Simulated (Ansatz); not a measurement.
Harmonic vibrations of `[CH3][GaH][O][SiH2]O` by finite differences.

```yaml
crystal:
  periodic: [false, false, false]
  atoms:
    - {symbol: C, position_ang: [-1.945865, -0.310509, 0.914929]}
    - {symbol: Ga, position_ang: [-0.065261, 0.211566, 1.024451]}
    - {symbol: O, position_ang: [1.127904, -1.056374, 0.330642]}
    - {symbol: Si, position_ang: [1.577749, -0.420870, -1.067969]}
    - {symbol: O, position_ang: [0.514260, 0.911095, -1.085995]}
    - {symbol: H, position_ang: [-2.133371, -0.851716, -0.013749]}
    - {symbol: H, position_ang: [-2.200939, -0.968997, 1.749321]}
    - {symbol: H, position_ang: [-2.604677, 0.558727, 0.959983]}
    - {symbol: H, position_ang: [0.624670, 1.302083, 1.912936]}
    - {symbol: H, position_ang: [2.963263, 0.117231, -1.140742]}
    - {symbol: H, position_ang: [1.307457, -1.272913, -2.250808]}
    - {symbol: H, position_ang: [0.834789, 1.780658, -1.333020]}
basis:
  gaussian: {orbitals: def2-TZVP}
hamiltonian: {xc: pbe0, dispersion: d4}
phonons: {temperatures: {t_min: 298.15, t_max: 900, t_step: 200}}
```

```sh
$ ansatz run in.yaml --threads 4 --pin off --events-out ev --progress --plain --max-ram 10444MiB
```

Shortened log:

```
Functional definition: PBE0
mean field -65490.69035483 eV, -2406.7384793556 hartree, gradient 2.2e-5 eV, S^2 0.000000; 0 other end points of the search recorded, 0 dependent functions left out
mean field -65490.69019400 eV, -2406.7384734453 hartree, gradient 1.4e-6 eV, S^2 0.000000; 0 other end points of the search recorded, 0 dependent functions left out
mean field -65490.69029631 eV, -2406.7384772051 hartree, gradient 1.4e-6 eV, S^2 0.000000; 0 other end points of the search recorded, 0 dependent functions left out
mean field -65490.69019398 eV, -2406.7384734447 hartree, gradient 1.4e-6 eV, S^2 0.000000; 0 other end points of the search recorded, 0 dependent functions left out
mean field -65490.69021595 eV, -2406.7384742519 hartree, gradient 1.4e-6 eV, S^2 0.000000; 0 other end points of the search recorded, 0 dependent functions left out
mean field -65490.69022406 eV, -2406.7384745500 hartree, gradient 1.4e-6 eV, S^2 0.000000; 0 other end points of the search recorded, 0 dependent functions left out
mean field -65490.69017934 eV, -2406.7384729064 hartree, gradient 1.4e-6 eV, S^2 0.000000; 0 other end points of the search recorded, 0 dependent functions left out
mean field -65490.69025680 eV, -2406.7384757530 hartree, gradient 1.4e-6 eV, S^2 0.000000; 0 other end points of the search recorded, 0 dependent functions left out
mean field -65490.69029067 eV, -2406.7384769977 hartree, gradient 1.4e-6 eV, S^2 0.000000; 0 other end points of the search recorded, 0 dependent functions left out
mean field -65490.69031005 eV, -2406.7384777100 hartree, gradient 1.4e-6 eV, S^2 0.000000; 0 other end points of the search recorded, 0 dependent functions left out
mean field -65490.69028923 eV, -2406.7384769451 hartree, gradient 1.4e-6 eV, S^2 0.000000; 0 other end points of the search recorded, 0 dependent functions left out
mean field -65490.69032009 eV, -2406.7384780792 hartree, gradient 1.4e-6 eV, S^2 0.000000; 0 other end points of the search recorded, 0 dependent functions left out
mean field -65490.69030384 eV, -2406.7384774820 hartree, gradient 1.4e-6 eV, S^2 0.000000; 0 other end points of the search recorded, 0 dependent functions left out
mean field -65490.69034088 eV, -2406.7384788432 hartree, gradient 2.9e-6 eV, S^2 0.000000; 0 other end points of the search recorded, 0 dependent functions left out
mean field -65490.69029300 eV, -2406.7384770834 hartree, gradient 1.1e-6 eV, S^2 0.000000; 0 other end points of the search recorded, 0 dependent functions left out
mean field -65490.69027963 eV, -2406.7384765921 hartree, gradient 1.4e-6 eV, S^2 0.000000; 0 other end points of the search recorded, 0 dependent functions left out
mean field -65490.69032277 eV, -2406.7384781775 hartree, gradient 9.9e-7 eV, S^2 0.000000; 0 other end points of the search recorded, 0 dependent functions left out
mean field -65490.69026255 eV, -2406.7384759644 hartree, gradient 1.4e-6 eV, S^2 0.000000; 0 other end points of the search recorded, 0 dependent functions left out
mean field -65490.69024681 eV, -2406.7384753859 hartree, gradient 1.7e-6 eV, S^2 0.000000; 0 other end points of the search recorded, 0 dependent functions left out
mean field -65490.69027924 eV, -2406.7384765778 hartree, gradient 9.3e-7 eV, S^2 0.000000; 0 other end points of the search recorded, 0 dependent functions left out
mean field -65490.69020727 eV, -2406.7384739328 hartree, gradient 1.2e-6 eV, S^2 0.000000; 0 other end points of the search recorded, 0 dependent functions left out
mean field -65490.69023912 eV, -2406.7384751036 hartree, gradient 1.2e-6 eV, S^2 0.000000; 0 other end points of the search recorded, 0 dependent functions left out
mean field -65490.69025602 eV, -2406.7384757245 hartree, gradient 1.6e-6 eV, S^2 0.000000; 0 other end points of the search recorded, 0 dependent functions left out
mean field -65490.69017867 eV, -2406.7384728819 hartree, gradient 2.0e-6 eV, S^2 0.000000; 0 other end points of the search recorded, 0 dependent functions left out
mean field -65490.69023501 eV, -2406.7384749524 hartree, gradient 1.6e-6 eV, S^2 0.000000; 0 other end points of the search recorded, 0 dependent functions left out
mean field -65490.69030225 eV, -2406.7384774233 hartree, gradient 1.3e-6 eV, S^2 0.000000; 0 other end points of the search recorded, 0 dependent functions left out
mean field -65490.69029895 eV, -2406.7384773021 hartree, gradient 1.1e-6 eV, S^2 0.000000; 0 other end points of the search recorded, 0 dependent functions left out
mean field -65490.69018135 eV, -2406.7384729806 hartree, gradient 1.4e-6 eV, S^2 0.000000; 0 other end points of the search recorded, 0 dependent functions left out
mean field -65490.69014374 eV, -2406.7384715982 hartree, gradient 1.5e-6 eV, S^2 0.000000; 0 other end points of the search recorded, 0 dependent functions left out
mean field -65490.69030712 eV, -2406.7384776025 hartree, gradient 1.2e-6 eV, S^2 0.000000; 0 other end points of the search recorded, 0 dependent functions left out
mean field -65490.69035213 eV, -2406.7384792567 hartree, gradient 2.8e-6 eV, S^2 0.000000; 0 other end points of the search recorded, 0 dependent functions left out
mean field -65490.69033105 eV, -2406.7384784819 hartree, gradient 1.0e-6 eV, S^2 0.000000; 0 other end points of the search recorded, 0 dependent functions left out
mean field -65490.69035171 eV, -2406.7384792412 hartree, gradient 1.1e-6 eV, S^2 0.000000; 0 other end points of the search recorded, 0 dependent functions left out
mean field -65490.69032291 eV, -2406.7384781828 hartree, gradient 1.4e-6 eV, S^2 0.000000; 0 other end points of the search recorded, 0 dependent functions left out
mean field -65490.69031577 eV, -2406.7384779203 hartree, gradient 1.4e-6 eV, S^2 0.000000; 0 other end points of the search recorded, 0 dependent functions left out
mean field -65490.69028869 eV, -2406.7384769250 hartree, gradient 2.1e-6 eV, S^2 0.000000; 0 other end points of the search recorded, 0 dependent functions left out
mean field -65490.69026123 eV, -2406.7384759158 hartree, gradient 1.7e-6 eV, S^2 0.000000; 0 other end points of the search recorded, 0 dependent functions left out
mean field -65490.69033190 eV, -2406.7384785129 hartree, gradient 1.1e-6 eV, S^2 0.000000; 0 other end points of the search recorded, 0 dependent functions left out
mean field -65490.69034678 eV, -2406.7384790600 hartree, gradient 1.2e-6 eV, S^2 0.000000; 0 other end points of the search recorded, 0 dependent functions left out
mean field -65490.69031457 eV, -2406.7384778763 hartree, gradient 1.5e-6 eV, S^2 0.000000; 0 other end points of the search recorded, 0 dependent functions left out
mean field -65490.69030369 eV, -2406.7384774762 hartree, gradient 1.4e-6 eV, S^2 0.000000; 0 other end points of the search recorded, 0 dependent functions left out
mean field -65490.69028240 eV, -2406.7384766939 hartree, gradient 1.6e-6 eV, S^2 0.000000; 0 other end points of the search recorded, 0 dependent functions left out
mean field -65490.69029567 eV, -2406.7384771816 hartree, gradient 1.9e-6 eV, S^2 0.000000; 0 other end points of the search recorded, 0 dependent functions left out
mean field -65490.69030861 eV, -2406.7384776573 hartree, gradient 1.5e-6 eV, S^2 0.000000; 0 other end points of the search recorded, 0 dependent functions left out
mean field -65490.69031268 eV, -2406.7384778068 hartree, gradient 1.7e-6 eV, S^2 0.000000; 0 other end points of the search recorded, 0 dependent functions left out
mean field -65490.69027439 eV, -2406.7384763995 hartree, gradient 1.6e-6 eV, S^2 0.000000; 0 other end points of the search recorded, 0 dependent functions left out
mean field -65490.69029325 eV, -2406.7384770926 hartree, gradient 1.8e-6 eV, S^2 0.000000; 0 other end points of the search recorded, 0 dependent functions left out
mean field -65490.69034418 eV, -2406.7384789644 hartree, gradient 2.7e-6 eV, S^2 0.000000; 0 other end points of the search recorded, 0 dependent functions left out
mean field -65490.69033913 eV, -2406.7384787787 hartree, gradient 2.8e-6 eV, S^2 0.000000; 0 other end points of the search recorded, 0 dependent functions left out
mean field -65490.69034864 eV, -2406.7384791280 hartree, gradient 1.1e-6 eV, S^2 0.000000; 0 other end points of the search recorded, 0 dependent functions left out
mean field -65490.69033613 eV, -2406.7384786687 hartree, gradient 2.7e-6 eV, S^2 0.000000; 0 other end points of the search recorded, 0 dependent functions left out
mean field -65490.69034107 eV, -2406.7384788500 hartree, gradient 1.6e-6 eV, S^2 0.000000; 0 other end points of the search recorded, 0 dependent functions left out
mean field -65490.69032229 eV, -2406.7384781599 hartree, gradient 1.5e-6 eV, S^2 0.000000; 0 other end points of the search recorded, 0 dependent functions left out
mean field -65490.69035940 eV, -2406.7384795236 hartree, gradient 1.4e-6 eV, S^2 0.000000; 0 other end points of the search recorded, 0 dependent functions left out
mean field -65490.69031724 eV, -2406.7384779744 hartree, gradient 1.3e-6 eV, S^2 0.000000; 0 other end points of the search recorded, 0 dependent functions left out
mean field -65490.69031551 eV, -2406.7384779109 hartree, gradient 2.8e-6 eV, S^2 0.000000; 0 other end points of the search recorded, 0 dependent functions left out
mean field -65490.69029710 eV, -2406.7384772343 hartree, gradient 2.7e-6 eV, S^2 0.000000; 0 other end points of the search recorded, 0 dependent functions left out
mean field -65490.69034159 eV, -2406.7384788692 hartree, gradient 2.7e-6 eV, S^2 0.000000; 0 other end points of the search recorded, 0 dependent functions left out
mean field -65490.69034192 eV, -2406.7384788813 hartree, gradient 1.7e-6 eV, S^2 0.000000; 0 other end points of the search recorded, 0 dependent functions left out
mean field -65490.69034266 eV, -2406.7384789085 hartree, gradient 1.8e-6 eV, S^2 0.000000; 0 other end points of the search recorded, 0 dependent functions left out
mean field -65490.69035205 eV, -2406.7384792537 hartree, gradient 2.4e-6 eV, S^2 0.000000; 0 other end points of the search recorded, 0 dependent functions left out
mean field -65490.69035034 eV, -2406.7384791906 hartree, gradient 2.2e-6 eV, S^2 0.000000; 0 other end points of the search recorded, 0 dependent functions left out
mean field -65490.69034135 eV, -2406.7384788604 hartree, gradient 2.3e-6 eV, S^2 0.000000; 0 other end points of the search recorded, 0 dependent functions left out
mean field -65490.69032636 eV, -2406.7384783094 hartree, gradient 2.7e-6 eV, S^2 0.000000; 0 other end points of the search recorded, 0 dependent functions left out
mean field -65490.69033686 eV, -2406.7384786954 hartree, gradient 8.2e-7 eV, S^2 0.000000; 0 other end points of the search recorded, 0 dependent functions left out
mean field -65490.69030839 eV, -2406.7384776489 hartree, gradient 2.8e-6 eV, S^2 0.000000; 0 other end points of the search recorded, 0 dependent functions left out
mean field -65490.69032484 eV, -2406.7384782537 hartree, gradient 1.1e-6 eV, S^2 0.000000; 0 other end points of the search recorded, 0 dependent functions left out
mean field -65490.69033882 eV, -2406.7384787674 hartree, gradient 1.7e-6 eV, S^2 0.000000; 0 other end points of the search recorded, 0 dependent functions left out
mean field -65490.69032614 eV, -2406.7384783013 hartree, gradient 2.0e-6 eV, S^2 0.000000; 0 other end points of the search recorded, 0 dependent functions left out
mean field -65490.69022292 eV, -2406.7384745081 hartree, gradient 2.6e-6 eV, S^2 0.000000; 0 other end points of the search recorded, 0 dependent functions left out
mean field -65490.69020652 eV, -2406.7384739052 hartree, gradient 3.0e-6 eV, S^2 0.000000; 0 other end points of the search recorded, 0 dependent functions left out
mean field -65490.69033644 eV, -2406.7384786799 hartree, gradient 1.9e-6 eV, S^2 0.000000; 0 other end points of the search recorded, 0 dependent functions left out
mean field -65490.69034738 eV, -2406.7384790820 hartree, gradient 2.1e-6 eV, S^2 0.000000; 0 other end points of the search recorded, 0 dependent functions left out
Total energy: -65490.93014877 eV, -2406.7472916203 hartree
Atom 0 at    -1.945865    -0.310509     0.914929 Å, force    -0.001360    -0.001689     0.002145 eV/Å
Atom 1 at    -0.065261     0.211566     1.024451 Å, force    -0.001671     0.001826    -0.003616 eV/Å
Atom 2 at     1.127904    -1.056374     0.330642 Å, force     0.000339     0.000637     0.000610 eV/Å
Atom 3 at     1.577749    -0.420870    -1.067969 Å, force     0.000017    -0.000884     0.000064 eV/Å
Atom 4 at     0.514260     0.911095    -1.085995 Å, force    -0.001807     0.000687    -0.000796 eV/Å
Atom 5 at    -2.133371    -0.851716    -0.013749 Å, force     0.000610     0.001972     0.003676 eV/Å
Atom 6 at    -2.200939    -0.968997     1.749321 Å, force    -0.000172     0.002470    -0.003702 eV/Å
Atom 7 at    -2.604677     0.558727     0.959983 Å, force     0.002318    -0.003421    -0.000146 eV/Å
Atom 8 at     0.624670     1.302083     1.912936 Å, force     0.000064    -0.001515     0.001365 eV/Å
Atom 9 at     2.963263     0.117231    -1.140742 Å, force    -0.000092     0.000261     0.000145 eV/Å
Atom 10 at     1.307457    -1.272913    -2.250808 Å, force     0.000178    -0.000005     0.000258 eV/Å
Atom 11 at     0.834789     1.780658    -1.333020 Å, force     0.001576    -0.000338    -0.000003 eV/Å
Dipole moment:    -0.036221     0.423602    -0.247914 e Å
Vibrations: 50.89 85.12 116.14 140.76 185.21 267.85 400.50 501.75 574.37 585.26 614.71 644.02 698.83 717.45 765.59 776.54 858.35 926.26 983.97 1028.60 1228.76 1447.92 1448.93 1973.59 2209.34 2239.84 3054.22 3136.71 3152.44 3907.19 cm⁻¹, zero-point energy 2.152434 eV
```

It took 4 min on 4 threads of an Arm Neoverse V1 on a shared host, with 0.73 GiB of host memory at the peak.
